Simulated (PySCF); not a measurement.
# Energy of Cu⁻ (copper, charge -1) between two integer charges

The 4s beta orbital of [Ar] 3d10 4s2 is emptied in steps (occupation f), with all orbitals relaxed, ending at [Ar] 3d10 4s1. All numbers are calculated (PySCF 2.14, the spin-free X2C one-electron Hamiltonian (Gaussian nucleus), in aug-cc-pVTZ-DK (8s7p5d3f2g, 93 functions)). The exact energy is a straight line in f; departures are measured from the line between the end points of the same method.

```
   f  BHandHLYP (eV)  TPSS (eV)
   1           0.000      0.000
0.75          -0.192     -0.437
 0.5          -0.270     -0.602
0.25          -0.212     -0.468
   0           0.000      0.000
```

```tsv
method	E(f=0) − E(f=1) (eV)	−ε at f=1 (eV)	−ε at f=0.5 (eV)
BHandHLYP	0.930	-0.029	0.878
TPSS	1.202	-1.041	1.121
```

Orbital energy along the path (eV):

```
   f  BHandHLYP    TPSS
   1      0.029   1.041
0.75     -0.373   0.024
 0.5     -0.878  -1.121
0.25     -1.458  -2.379
   0     -2.110  -3.797
```

At f = 1 the orbital energy is positive for BHandHLYP, TPSS: only the finite basis holds the electron.

Reference removal energy between the ground levels: 1.236 eV (measured; photodetachment measurements, as compiled on the Wikipedia data page of electron affinities).
